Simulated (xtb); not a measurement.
xtb input (GFN1-xTB):

```bash
xtb mol.xyz --gfn 1 --opt tight --chrg 0 --uhf 0
```
mol.xyz:
```
3

B     -0.00000000    -0.00000000    -0.63426056
O     -0.00000000    -0.00000000    -1.83903293
Cl     0.00000000     0.00000000     1.05197449
```

Output:

```
           -------------------------------------------------
          |                Calculation Setup                |
           -------------------------------------------------

           -------------------------------------------------
          |                 G F N 1 - x T B                 |
           -------------------------------------------------

        Reference                      10.1021/acs.jctc.7b00118
      * Hamiltonian:
        H0-scaling (s, p, d)           1.850000    2.250000    2.000000
        zeta-weighting                 0.000000
      * Dispersion:
        s8                             2.400000
        a1                             0.630000
        a2                             5.000000
        s9                             0.000000
      * Repulsion:
        kExp                           1.500000
        rExp                           1.000000
      * Coulomb:
        alpha                          2.000000
        third order                    atomic
        anisotropic                    false
      * Halogen bond correction:
        rad-scale                      1.300000
        damping                        0.440000

          ...................................................
          :                      SETUP                      :
          :.................................................:
          :  # basis functions                  18          :
          :  # atomic orbitals                  17          :
          :  # shells                            7          :
          :  # electrons                        16          :
          :  # halogen bonds                     1          :
          :  max. iterations                   250          :
          :  Hamiltonian                  GFN1-xTB          :
          :  restarted?                      false          :
          :  GBSA solvation                  false          :
          :  PC potential                    false          :
          :  electronic temp.          300.0000000     K    :
          :  accuracy                    1.0000000          :
          :  -> integral cutoff          0.2500000E+02      :
          :  -> integral neglect         0.1000000E-07      :
          :  -> SCF convergence          0.1000000E-05 Eh   :
          :  -> wf. convergence          0.2000000E-04 e    :
          :  Broyden damping             0.4000000          :
          :  net charge                          0          :
          :  unpaired electrons                  0          :
          ...................................................

 iter      E             dE          RMSdq      gap      omega  full diag
   1    -10.4342807 -0.104343E+02  0.919E+00    8.47       0.0  T
   2    -10.5258079 -0.915272E-01  0.510E+00    7.91       1.0  T
   3    -10.5283603 -0.255244E-02  0.268E+00    8.08       1.0  T
   4    -10.5293523 -0.991933E-03  0.361E-01    7.97       1.0  T
   5    -10.5297934 -0.441138E-03  0.280E-02    8.01       2.1  T
   6    -10.5297956 -0.224044E-05  0.888E-03    8.01       6.5  T
   7    -10.5297959 -0.228035E-06  0.275E-04    8.01     210.0  T
[...]
 SCC (total)                   0 d,  0 h,  0 min,  0.002 sec
 SCC setup                      ...        0 min,  0.000 sec (  2.825%)
 Dispersion                     ...        0 min,  0.000 sec (  0.807%)
 classical contributions        ...        0 min,  0.000 sec (  0.487%)
 integral evaluation            ...        0 min,  0.001 sec ( 38.763%)
 iterations                     ...        0 min,  0.000 sec ( 11.933%)
 molecular gradient             ...        0 min,  0.001 sec ( 41.266%)
 printout                       ...        0 min,  0.000 sec (  3.405%)

         :::::::::::::::::::::::::::::::::::::::::::::::::::::
         ::                     SUMMARY                     ::
         :::::::::::::::::::::::::::::::::::::::::::::::::::::
         :: total energy             -10.447449038720 Eh    ::
         :: gradient norm              0.000009625658 Eh/a0 ::
         :: HOMO-LUMO gap              8.128589618358 eV    ::
         ::.................................................::
         :: SCC energy               -10.537630950882 Eh    ::
         :: -> electrostatic           0.045927501628 Eh    ::
         :: repulsion energy           0.090777929064 Eh    ::
         :: dispersion energy         -0.000596016902 Eh    ::
         :: halogen bond corr.         0.000000000000 Eh    ::
         :: add. restraining           0.000000000000 Eh    ::
         :: total charge              -0.000000000000 e     ::
         :::::::::::::::::::::::::::::::::::::::::::::::::::::

           -------------------------------------------------
          |                Property Printout                |
           -------------------------------------------------

    * Orbital Energies and Occupations

         #    Occupation            Energy/Eh            Energy/eV
      -------------------------------------------------------------
         1        2.0000           -0.9549209             -25.9847
         2        2.0000           -0.7822121             -21.2851
         3        2.0000           -0.6177856             -16.8108
         4        2.0000           -0.5742337             -15.6257
         5        2.0000           -0.5742337             -15.6257
         6        2.0000           -0.5435599             -14.7910
         7        2.0000           -0.5028947             -13.6845
         8        2.0000           -0.5028947             -13.6845 (HOMO)
         9                         -0.2041745              -5.5559 (LUMO)
        10                         -0.2041745              -5.5559
        11                         -0.1711448              -4.6571
        12                         -0.0849095              -2.3105
        13                         -0.0849095              -2.3105
        14                         -0.0173204              -0.4713
        15                         -0.0173204              -0.4713
        16                          0.1892620               5.1501
        17                          1.3168083              35.8322
      -------------------------------------------------------------
                  HL-Gap            0.2987202 Eh            8.1286 eV
             Fermi-level           -0.3535346 Eh           -9.6202 eV

  Mulliken/CM5 charges         n(s)   n(p)   n(d)
     1B     0.55285  0.41829   0.843  1.604  0.000
     2O    -0.48035 -0.43561   1.713  4.768  0.000
     3Cl   -0.07250  0.01732   1.922  5.166 -0.015

Wiberg/Mayer (AO) data.
largest (>0.10) Wiberg bond orders for each atom

 ---------------------------------------------------------------------------
     #   Z sym  total        # sym  WBO       # sym  WBO       # sym  WBO
 ---------------------------------------------------------------------------
     1   5 B    3.322 --     2 O    2.106     3 Cl   1.216
     2   8 O    2.227 --     1 B    2.106     3 Cl   0.122
     3  17 Cl   1.338 --     1 B    1.216     2 O    0.122
 ---------------------------------------------------------------------------

Topologies differ in total number of bonds
Writing topology from bond orders to xtbtopo.mol

 dipole moment from electron density (au)
     X       Y       Z
   0.0000   0.0000   1.0742  total (Debye):    2.730

           -------------------------------------------------
          |                Geometry Summary                 |
           -------------------------------------------------

      molecular mass/u    :       62.2633705
   center of mass at/Å    :       -0.0000000      -0.0000000       0.0127427
Note: The following floating-point exceptions are signalling: IEEE_UNDERFLOW_FLAG IEEE_DENORMAL
normal termination of xtb
  moments of inertia/u·Å² :        0.4273386E-29   0.9613047E+02   0.9613047E+02
rotational constants/cm⁻¹ :        0.3944795E+31   0.1753620E+00   0.1753620E+00

 * 2 selected distances

     #   Z          #   Z                                           value/Å
     1   5 B        2   8 O                                       1.1922716 (min)
     1   5 B        3  17 Cl                                      1.6751932 (max)

 * 2 distinct bonds (by element types)

   Z      Z             #   av. dist./Å        max./Å        min./Å
   5 B    8 O           1     1.1922716     1.1922716     1.1922716
   5 B   17 Cl          1     1.6751932     1.6751932     1.6751932

optimized geometry written to: xtbopt.xyz

           -------------------------------------------------
          | TOTAL ENERGY              -10.447449038720 Eh   |
          | GRADIENT NORM               0.000009625658 Eh/α |
          | HOMO-LUMO GAP               8.128589618358 eV   |
           -------------------------------------------------

------------------------------------------------------------------------
------------------------------------------------------------------------
 total:
 SCF:
 ANC optimizer:
```
